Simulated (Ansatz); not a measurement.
`S=[CH][GeH3]` + `NB(O)F` → `NB(F)[O][GeH3]` + `C=S`  (ligand exchange at a Ge–C bond)

Calculated with Ansatz (gas phase, PBE0-D4/def2-TZVP geometries, no zero-point term in ΔE). CCSD(T)/CBS is the MP2 limit (def2-TZVPP, def2-QZVPP) plus CCSD(T) − MP2 in def2-TZVPP, frozen cores. This one scheme is used for every species. Functionals use def2-TZVPP. For Ge outer-core shells are correlated without core-valence functions, which leaves a few kJ/mol of doubt a bond. Scalar relativity is left out up to krypton. Each species was taken in one conformer, which may not be the lowest.

(1) Is it downhill or uphill in electronic energy at CCSD(T)/CBS, and by how much? (Best estimate.)

(2) What do these levels give: r2SCAN-D4, ωB97X-V, ωB97M-V, PBE, r2SCAN, PBE0, HF/def2-TZVPP, CCSD(T)/def2-TZVPP, HF/def2-QZVPP, MP2/def2-QZVPP, HF/CBS(def2), MP2/CBS(def2)? (Estimate.)

Largest T1 diagnostic among the species: 0.016.

## Answers

(1) The calculation gave: Downhill: ΔE = -46.7 kJ/mol.

(2) Computed: r2SCAN-D4 -47.2, ωB97X-V -53.4, ωB97M-V -50.6, PBE -38.8, r2SCAN -47.0, PBE0 -42.5, HF/def2-TZVPP -67.8, CCSD(T)/def2-TZVPP -51.4, HF/def2-QZVPP -68.8, MP2/def2-QZVPP -46.8, HF/CBS(def2) -68.9, MP2/CBS(def2) -44.5 kJ/mol.

In def2-TZVPP, CCSD(T) changes the Hartree–Fock value by +16.4 kJ/mol (the triples alone add +2.0 kJ/mol) and MP2 by +18.7 kJ/mol. From PBE to PBE0 (25 % exact exchange), in def2-TZVPP and without D4, ΔE moves by −3.7 kJ/mol.
